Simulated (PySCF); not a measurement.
B2Cl4, SMILES ClB(Cl)B(Cl)Cl (PBE/def2-SVP optimised geometry):

```
6

Cl     2.188    -0.006    -1.518
B      1.297    -0.003     0.000
Cl     2.190     0.004     1.516
B     -0.401    -0.003     0.000
Cl    -1.297    -1.517    -0.001
Cl    -1.289     1.517     0.000
```

Computed with PBE/def2-TZVP run with PySCF.

Q: What are the frontier orbital energies and the dipole moment?

A: HOMO-2 -8.00 eV, HOMO-1 -8.00 eV, HOMO -7.22 eV, LUMO -2.99 eV, LUMO+1 -2.99 eV; dipole moment 0.00 D.

Meta-Löwdin charges at PBE/def2-TZVP: Cl1 -0.01, B2 0.02, Cl3 -0.01, B4 0.02, Cl5 -0.01, Cl6 -0.01.
